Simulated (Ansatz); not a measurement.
Basis sets compared for Li2Al5. Total charge 0; doublet. Geometry PBE-D4/def2-SVP. Ansatz on 4 threads of Arm Neoverse N1 on a shared host; times are rough, and most runs start from earlier orbitals.

Cartesian coordinates in Å:
```
Li 0.502 1.800 -2.294
Li 0.421 0.258 2.917
Al -1.427 -0.758 1.233
Al -1.397 0.056 -1.478
Al 0.937 -0.960 -1.620
Al 0.927 -1.673 0.862
Al 0.036 1.277 0.380
```

The structure comes from a short search, and lower isomers may exist.

Binding counts from free atoms (Li doublet, Al doublet) in the same basis, without a counterpoise term.

```json
{"level": "PBE-D4/def2-SVP", "functions": "108", "energy (Eh)": "-1226.0986", "HOMO (eV)": "-3.75", "LUMO (eV)": "-3.28", "binding per atom (eV)": "1.88", "wall time": "9 s"}
{"level": "PBE-D4/def2-TZVP", "functions": "213", "energy (Eh)": "-1226.5414", "HOMO (eV)": "-3.68", "LUMO (eV)": "-3.19", "binding per atom (eV)": "1.86", "wall time": "17 s"}
{"level": "PBE0-D4/def2-SVP", "functions": "108", "energy (Eh)": "-1226.2022", "HOMO (eV)": "-4.41", "LUMO (eV)": "-2.73", "binding per atom (eV)": "1.79", "wall time": "13 s"}
{"level": "PBE0-D4/def2-TZVP", "functions": "213", "energy (Eh)": "-1226.6390", "HOMO (eV)": "-4.33", "LUMO (eV)": "-2.62", "binding per atom (eV)": "1.79", "wall time": "45 s"}
```

Estimate the rows for PBE-D4/def2-TZVPD, PBE0-D4/def2-TZVPD.


| level | functions | energy (Eh) | HOMO (eV) | LUMO (eV) | binding per atom (eV) | wall time |
| --- | --- | --- | --- | --- | --- | --- |
| PBE-D4/def2-TZVPD | 249 | -1226.5428 | -3.66 | -3.18 | 1.87 | 36 s |
| PBE0-D4/def2-TZVPD | 249 | -1226.6406 | -4.31 | -2.60 | 1.79 | 64 s |
